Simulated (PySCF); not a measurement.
Species: `CSc1nnc(C)cc1F`. The columns A, B, C and D hold Mulliken, IAO, Hirshfeld and ESP-fitted charges (e) of one PBE0/pcSseg-1 density (PySCF), in a shuffled order. Coordinates in Å (GFN2-xTB); the density's dipole moment is (-1.38, -0.67, -0.29) D.

```csv
atom,x,y,z,A,B,C,D
C1,3.336,0.754,0.416,-0.346,-0.498,-0.116,-0.277
S2,2.697,-0.890,0.005,+0.091,+0.189,+0.028,-0.174
C3,0.998,-0.520,-0.114,-0.093,-0.049,+0.015,+0.187
N4,0.602,0.724,0.095,-0.281,-0.180,-0.095,+0.020
N5,-0.652,1.053,0.019,-0.233,-0.170,-0.113,-0.636
C6,-1.585,0.167,-0.267,-0.019,+0.125,+0.064,+0.826
C7,-2.994,0.652,-0.329,-0.162,-0.436,-0.118,-0.568
C8,-1.263,-1.183,-0.505,-0.121,-0.201,-0.058,-0.552
C9,0.060,-1.525,-0.426,+0.423,+0.291,+0.088,+0.260
F10,0.460,-2.787,-0.639,-0.257,-0.250,-0.066,-0.139
H11,2.890,1.087,1.347,+0.164,+0.173,+0.046,+0.091
H12,4.411,0.647,0.515,+0.153,+0.166,+0.055,+0.196
H13,3.086,1.442,-0.385,+0.164,+0.173,+0.046,+0.089
H14,-3.609,0.118,0.394,+0.136,+0.157,+0.051,+0.135
H15,-3.409,0.477,-1.320,+0.136,+0.157,+0.051,+0.137
H16,-3.019,1.715,-0.110,+0.139,+0.173,+0.052,+0.166
H17,-2.017,-1.918,-0.740,+0.106,+0.178,+0.067,+0.239
```

Question: Which column most likely holds the ESP-fitted charges?

Answer: D. Σ q r misses the density's dipole by 0.07 D (D), 0.76 D (A), 0.84 D (C), 0.95 D (B). Charges fitted to the outside potential are the only set here that is tied to the molecule's multipoles.

Question: And the Hirshfeld charges?

Answer: C. The mean sizes are 0.066 e (C), 0.178 e (A), 0.210 e (B), 0.276 e (D), and Hirshfeld charges are commonly the smallest of these schemes.

As computed, A = Mulliken, B = IAO, C = Hirshfeld, D = ESP-fitted. Hydrogens on carbon: Mulliken +0.11 to +0.16, IAO +0.16 to +0.18, Hirshfeld +0.05 to +0.07, ESP-fitted +0.09 to +0.24 e.

The Hirshfeld scheme weights the molecular density at each point by an atom's share of the summed free-atom densities. The IAO scheme projects the occupied orbitals on a minimal set of polarised atomic orbitals and counts the electrons in each atom's part of it.

One conformer (not necessarily the lowest) at the GFN2-xTB geometry, without solvent, vibrations or thermal averaging.

The run behind these numbers computed NMR shieldings as well. Rough CPU time on one thread of a shared machine: about 90 s.

Shape of the structure used: `[CH3:1][S:2][c:3]1[n:4][n:5][c:6]([CH3:7])[cH:8][c:9]1[F:10]`: C1–S2–C3–N4 0°.
